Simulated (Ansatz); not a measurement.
`CN(C)c1ccc(/C=C/c2ccc(/C=C/c3ccc(/C=C/C#N)cc3)cc2)cc1` with charge +1. The state is a doublet with charge 1. Geometry PBE-D4/def2-SVP, that of the neutral singlet; atoms count from 1.

```xyz
53

C     8.086   -4.675   -2.582
N     7.759   -4.379   -1.202
C     8.669   -4.767   -0.144
C     6.579   -3.731   -0.893
C     5.660   -3.338   -1.911
C     4.476   -2.679   -1.596
C     4.119   -2.367   -0.259
C     2.898   -1.673    0.114
C     1.904   -1.239   -0.717
C     0.695   -0.526   -0.332
C     0.389   -0.151    1.003
C    -0.779    0.543    1.306
C    -1.718    0.906    0.304
C    -2.913    1.642    0.683
C    -3.919    2.065   -0.140
C    -5.104    2.813    0.248
C    -5.365    3.239    1.581
C    -6.511    3.955    1.901
C    -7.473    4.292    0.911
C    -8.688    5.040    1.194
C    -9.094    5.519    2.408
C   -10.305    6.241    2.585
N   -11.304    6.841    2.752
C    -7.216    3.870   -0.418
C    -6.065    3.152   -0.739
C    -1.416    0.527   -1.030
C    -0.248   -0.166   -1.334
C     5.035   -2.768    0.747
C     6.226   -3.429    0.453
H     9.066   -5.183   -2.625
H     8.153   -3.754   -3.204
H     7.334   -5.346   -3.058
H     9.019   -3.893    0.449
H     8.206   -5.489    0.567
H     9.559   -5.252   -0.584
H     5.880   -3.547   -2.965
H     3.805   -2.393   -2.420
H     2.791   -1.490    1.198
H     2.000   -1.430   -1.799
H     1.086   -0.404    1.816
H    -0.986    0.823    2.352
H    -2.985    1.873    1.760
H    -3.854    1.830   -1.217
H    -4.645    3.004    2.378
H    -6.669    4.266    2.945
H    -9.343    5.233    0.327
H    -8.492    5.361    3.318
H    -7.944    4.117   -1.207
H    -5.892    2.837   -1.780
H    -2.111    0.785   -1.844
H    -0.040   -0.445   -2.379
H     4.796   -2.547    1.799
H     6.891   -3.711    1.280
```

Single mean-field runs in def2-TZVP are fitted with def2-universal-jkfit.

Question: Estimate the Mulliken populations of the heavy atoms from the PBE0/def2-TZVP orbitals of Ansatz.

Answer: 
```csv
atom,charge (e),spin (α − β)
C1,-0.36,-0.02
N2,0.05,0.19
C3,-0.36,-0.02
C4,0.25,0.04
C5,-0.22,0.04
C6,-0.20,0.00
C7,0.28,0.11
C8,-0.15,0.04
C9,-0.17,0.14
C10,0.30,0.02
C11,-0.20,0.06
C12,-0.19,-0.03
C13,0.31,0.12
C14,-0.18,-0.04
C15,-0.16,0.15
C16,0.29,-0.03
C17,-0.21,0.05
C18,-0.19,-0.04
C19,0.32,0.08
C20,-0.24,-0.06
C21,0.06,0.09
C22,-0.22,-0.03
N23,-0.01,0.04
C24,-0.20,-0.04
C25,-0.18,0.06
C26,-0.21,-0.03
C27,-0.19,0.05
C28,-0.20,0.00
C29,-0.23,0.05
```
Mulliken values depend strongly on the basis.

Question: Where does the spin sit?

Answer: Summed by element: C 0.75, N 0.23, H 0.02, of 1 unpaired in all. Largest on single atoms: N2 0.19, C15 0.15, C9 0.14.

Question: And the Mayer bond orders between heavy atoms (over 0.3)?

Answer: C1–N2 0.95 (1.45 Å); N2–C3 0.94 (1.45 Å); N2–C4 1.33 (1.38 Å); C4–C5 1.21 (1.43 Å); C4–C29 1.22 (1.42 Å); C5–C6 1.63 (1.39 Å); C6–C7 1.24 (1.42 Å); C7–C8 1.15 (1.45 Å); C7–C28 1.23 (1.42 Å); C8–C9 1.56 (1.37 Å); C9–C10 1.14 (1.45 Å); C10–C11 1.25 (1.42 Å); C10–C27 1.22 (1.42 Å); C11–C12 1.54 (1.39 Å); C12–C13 1.23 (1.42 Å); C13–C14 1.11 (1.45 Å); C13–C26 1.26 (1.42 Å); C14–C15 1.63 (1.37 Å); C15–C16 1.09 (1.46 Å); C16–C17 1.26 (1.42 Å); C16–C25 1.27 (1.42 Å); C17–C18 1.55 (1.39 Å); C18–C19 1.26 (1.42 Å); C19–C20 1.03 (1.45 Å); C19–C24 1.29 (1.42 Å); C20–C21 1.71 (1.37 Å); C21–C22 1.06 (1.42 Å); C22–N23 2.98 (1.18 Å); C24–C25 1.48 (1.39 Å); C26–C27 1.54 (1.39 Å); C28–C29 1.59 (1.39 Å).
